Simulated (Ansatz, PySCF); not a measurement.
This Ansatz (an electronic-structure program) input computes a B3LYP/def2-TZVPD energy:

Ansatz 0.2 input:
```yaml
crystal:
  periodic: [false, false, false]
  atoms:
    - {symbol: Si, position_ang: [0.18717400, 0.31922879, 0.12919250]}
    - {symbol: C, position_ang: [-1.55607232, 0.42223962, 0.11288206]}
    - {symbol: F, position_ang: [1.03905858, -1.03881122, -0.36741006]}
    - {symbol: H, position_ang: [0.84802944, 1.33184682, -0.76566127]}
    - {symbol: H, position_ang: [0.77494051, 0.45485220, 1.50724376]}
    - {symbol: H, position_ang: [-2.15657697, -0.04792029, 0.88938033]}
    - {symbol: H, position_ang: [-2.10192230, 0.60788147, -0.81025965]}
basis:
  gaussian:
    orbitals: def2-TZVPD
hamiltonian:
  xc: {name: B3LYP}
total_charge: -1
output: {forces: true}
```

Task: Write an input for the same energy in PySCF and say what it gives.

Result: 
```python
from pyscf import gto, scf, dft

mol = gto.M(
    atom='''
    Si    0.18717400    0.31922879    0.12919250
    C    -1.55607232    0.42223962    0.11288206
    F     1.03905858   -1.03881122   -0.36741006
    H     0.84802944    1.33184682   -0.76566127
    H     0.77494051    0.45485220    1.50724376
    H    -2.15657697   -0.04792029    0.88938033
    H    -2.10192230    0.60788147   -0.81025965
    ''',
    basis='def2-tzvpd',
    charge=-1,
    spin=0,
    verbose=4,
)

mf = dft.RKS(mol, xc='b3lyp').density_fit(auxbasis='def2-universal-jkfit')
mf.grids.level = 3
mf.conv_tol = 1e-9
mf.max_cycle = 100
mf.max_memory = 1500
mf.kernel()
if not mf.converged:
    mf = mf.newton()
    mf.kernel(mf.make_rdm1())
mf.analyze()
```
It gives -430.00202 Eh, and Ansatz -430.00196 Eh, a difference of 0.06 mEh, from the treatment of integrals and grids.

It need not be the lowest isomer of its formula. Whether it binds its extra electron was not tested at this geometry.
